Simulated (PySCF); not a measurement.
**Nuclear quadrupole coupling in `CO[SiH2]O[Si@H](P)C[SiH3]`**

C2H13O2PSi3.
Atom-mapped SMILES: `[CH3:1][O:2][SiH2:3][O:4][Si@H:5]([PH2:6])[CH2:7][SiH3:8]` (hydrogens: H9, H10, H11 on C1; H12, H13 on Si3; H14 on Si5; H15, H16 on P6; H17, H18 on C7; H19, H20, H21 on Si8)

Cartesian coordinates in Å at the GFN2-xTB level; atoms count from 1:
```xyz
21
C2H13O2PSi3 angstrom
C      2.477   -0.400    0.929
O      2.036   -1.189   -0.138
Si     1.422   -0.736   -1.562
O      0.189    0.311   -1.401
Si    -0.907    1.102   -0.510
P      0.185    2.798    0.488
C     -1.668    0.036    0.865
Si    -2.076   -1.749    0.362
H      2.496   -1.022    1.825
H      1.808    0.451    1.093
H      3.482   -0.020    0.731
H      0.911   -2.001   -2.051
H      2.363    0.000   -2.402
H     -1.897    1.494   -1.519
H      0.301    3.570   -0.653
H     -0.962    3.457    0.890
H     -0.991    0.012    1.722
H     -2.576    0.527    1.217
H     -2.916   -1.746   -0.838
H     -0.853   -2.515    0.134
H     -2.832   -2.363    1.463
```

Field gradients from the PBE0/pcSseg-1 density (PySCF, non-relativistic), principal values in atomic units, ordered |Vxx| ≤ |Vyy| ≤ |Vzz|:

| atom | Vxx | Vyy | Vzz |
| --- | --- | --- | --- |
| O2 | -0.6129 | -1.0999 | 1.7127 |
| O4 | -0.4009 | -0.5993 | 1.0002 |

Task: Find the asymmetry η = (Vxx − Vyy)/Vzz and the couplings χ = eQV/h (234.96 MHz × Q in barn × V in au), with Q(17O) = −0.0256 b.

Result: 
| atom | environment | nucleus | η | χzz (MHz) | χxx (MHz) | χyy (MHz) |
| --- | --- | --- | --- | --- | --- | --- |
| O2 | silyl ether oxygen | 17O | 0.28 | -10.30 | 3.69 | 6.62 |
| O4 | siloxane oxygen | 17O | 0.20 | -6.02 | 2.41 | 3.60 |

Task: What is Vzz at O4 in SI units (1 au = 9.71736 × 10²¹ V/m²)?

Result: 1.0002 au = 9.719 × 10²¹ V/m².

Task: And the gradient at the other heavy atoms, for which no coupling is worked out here?

Result: 
```tsv
atom	environment	Vzz (au)	η
C1	methoxy carbon	0.425	0.03
Si3	oxygen-bound silicon	-0.547	0.84
Si5	oxygen-bound silicon	0.387	0.92
P6	three-coordinate phosphorus	-0.941	0.50
C7	sp3 carbon bound to silicon	0.053	0.79
Si8	SiH3 silicon	0.163	0.37
```

Task: What couplings would deuterons (Q(2H) = 0.00286 b) have in place of the hydrogens, at this geometry?

Result: 
```json
{"atom": "H9", "bonded to": "C1", "bond length (Å)": "1.091", "Vzz (au)": "0.3008", "η": "0.07", "χzz (kHz)": "202"}
{"atom": "H10", "bonded to": "C1", "bond length (Å)": "1.095", "Vzz (au)": "0.2869", "η": "0.10", "χzz (kHz)": "193"}
{"atom": "H11", "bonded to": "C1", "bond length (Å)": "1.093", "Vzz (au)": "0.2976", "η": "0.08", "χzz (kHz)": "200"}
{"atom": "H12", "bonded to": "Si3", "bond length (Å)": "1.449", "Vzz (au)": "0.1685", "η": "0.02", "χzz (kHz)": "113"}
{"atom": "H13", "bonded to": "Si3", "bond length (Å)": "1.460", "Vzz (au)": "0.1600", "η": "0.02", "χzz (kHz)": "108"}
{"atom": "H14", "bonded to": "Si5", "bond length (Å)": "1.467", "Vzz (au)": "0.1583", "η": "0.01", "χzz (kHz)": "106"}
{"atom": "H15", "bonded to": "P6", "bond length (Å)": "1.383", "Vzz (au)": "0.2165", "η": "0.07", "χzz (kHz)": "145"}
{"atom": "H16", "bonded to": "P6", "bond length (Å)": "1.383", "Vzz (au)": "0.2172", "η": "0.08", "χzz (kHz)": "146"}
{"atom": "H17", "bonded to": "C7", "bond length (Å)": "1.092", "Vzz (au)": "0.3166", "η": "0.00", "χzz (kHz)": "213"}
{"atom": "H18", "bonded to": "C7", "bond length (Å)": "1.090", "Vzz (au)": "0.3212", "η": "0.00", "χzz (kHz)": "216"}
{"atom": "H19", "bonded to": "Si8", "bond length (Å)": "1.465", "Vzz (au)": "0.1614", "η": "0.02", "χzz (kHz)": "108"}
{"atom": "H20", "bonded to": "Si8", "bond length (Å)": "1.461", "Vzz (au)": "0.1627", "η": "0.02", "χzz (kHz)": "109"}
{"atom": "H21", "bonded to": "Si8", "bond length (Å)": "1.470", "Vzz (au)": "0.1587", "η": "0.01", "χzz (kHz)": "107"}
```

The structure is a single GFN2-xTB conformer in the gas phase; no vibrational or solvent corrections. GFN2-xTB bond lengths can be off by several hundredths of an ångström, more for odd bonds, and the gradients follow them. The basis is small and wasn't made for field gradients, so the couplings can be 20 % off.
